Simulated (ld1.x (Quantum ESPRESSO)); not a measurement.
## What one change does to a pseudopotential (C (Z = 6), TM)

ld1.x (Quantum ESPRESSO) 7.5 input, shortened:

```
&input
   title='C', zed=6., rel=1, dft='PBE', iswitch=3,
   config='[He] 2s2 2p0.5'
 /
 &inputp
   pseudotype=2, tm=.true., lloc=0,
   nlcc=.false.
 /
2
2P  2  1   0.50   0.00  1.55  1.55  0.0
2S  1  0   2.00   0.00  0.85  0.85  0.0
 &test
   configts(1)='2s2 2p0.5'
 /
```

Change: wave 2p (bound): rc 1.55 bohr becomes 2p (bound): rc 1.06 bohr.

Cutoffs: the cutoffs (Ry, on a coarse ladder) from which the occupation-weighted sum of valence levels, in a spherical-Bessel basis at the reference potential, stays within 10 and 1 mRy of its value at 400 Ry; they do not see the model core or the augmentation charge, which bear on the density cutoff. Errors are all-electron minus pseudo energies relative to the spin-unpolarised reference configuration.

Question: What does the change do?

Answer: The potential gets neither clearly harder nor softer (90 Ry and 200 Ry → 90 Ry and 200 Ry); of the 7 tests that both files solve, the error grows in 0 and shrinks in 6 by more than 15 % and 0.3 meV (median size 64.6 → 49.0 meV); neither file shows a bound ghost. Less of the atom is replaced, so other configurations are described better.

```tsv
quantity	base	changed
cutoff, loose	90 Ry	90 Ry
cutoff, tight	200 Ry	200 Ry
loose cutoff by channel (10 mRy a level)	p 40 Ry, s 70 Ry	p 70 Ry, s 70 Ry
bound ghosts	none	none
error for 2s2 2p2, meV [ΔE -21.09 eV]	+65	+49
error for 2s2 2p1, meV [ΔE -10.23 eV]	+16	+13
error for 2s2 2p0, meV [ΔE 13.92 eV]	+33	+28
error for 2s1 2p2, meV [ΔE -1.48 eV]	+85	+67
error for 2s1 2p0, meV [ΔE 62.12 eV]	+160	+138
error for 2s2 2p1.5, meV [ΔE -17.13 eV]	+43	+33
error for 2s2 2p2.3, meV [ΔE -22.25 eV]	+72	+54
```
